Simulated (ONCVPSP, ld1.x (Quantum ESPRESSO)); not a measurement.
Potentials for platinum compared

Generated with ld1.x 7.5 (TM, RRKJ, ultrasoft, PAW), atompaw 4.2 or ONCVPSP 4.0.1. The cutoff is in Ry: for ld1.x and atompaw files where the sum of valence levels is converged to 10 mRy in a Bessel basis, for ONCV files where the hardest occupied wave has 1 mHa per electron of residual kinetic energy. The error is the largest all-electron minus pseudo excitation energy over each file’s own four to seven test configurations (ionisations up to +4, promotions, holes and added fractions of an electron), all of which were solved. The labels leave out finer settings (local radius, basis sizes, second energies), which also bear on the numbers. Spin-polarised tests are not counted. The rows are a selection from randomly drawn settings: files with unsolved tests, undetermined cutoffs or missed reference levels are left out.

A true bound ghost makes a file unfit for plane-wave use even where its test errors are small: the radial tests pick states by their node count and pass the ghost by.

| potential | cutoff (Ry) | largest error (meV) | bound ghosts |
| --- | --- | --- | --- |
| ONCV, LDA (Perdew-Wang 92), scalar-relativistic, rc 1.40/1.75/1.95 (spd), local smoothed, core correction yes, reference 5s2 5p6 5d9, qcut 7.1/8/7.8, projectors 1/2/1 | 47 | +327 | none |
| ONCV, PBE, fully relativistic, rc 1.55/1.75/2.10 (spd), local smoothed, core correction yes, reference 5s2 5p6 5d9 6s0.5, qcut 7.5/6.3/6.3, projectors 2/3/2 | 44 | -378 | none |
| ONCV, PBE, scalar-relativistic, rc 1.50/1.20/2.15 (spd), local smoothed, core correction yes, reference 5s2 5p6 5d8, qcut 9.4/7.1/6.1, projectors 1/2/2 | 215 | +122 | none |
| ONCV, LDA (Perdew-Wang 92), fully relativistic, rc 1.60/1.35/1.75 (spd), local smoothed, core correction no, reference 5s2 5p6 5d7, qcut 8.8/8.2/8.4, projectors 2/1/2 | 57 | +8.9 | none |
| PAW, PBEsol, scalar-relativistic, rc 2.45/2.55/2.50 (spd), local smoothed, core correction yes, reference 5d8 6s0 6p0 | 18 | -82 | none |

Problem. Fill in the row for Pt: ONCV, PBE, scalar-relativistic, rc 1.10/1.20/2.20 (spd), local smoothed, core correction no, reference 5s2 5p6 5d9, qcut 6.3/6.8/6.5, projectors 2/1/1.

Solution. cutoff 344 Ry, largest error +9.7 meV, bound ghosts: s.
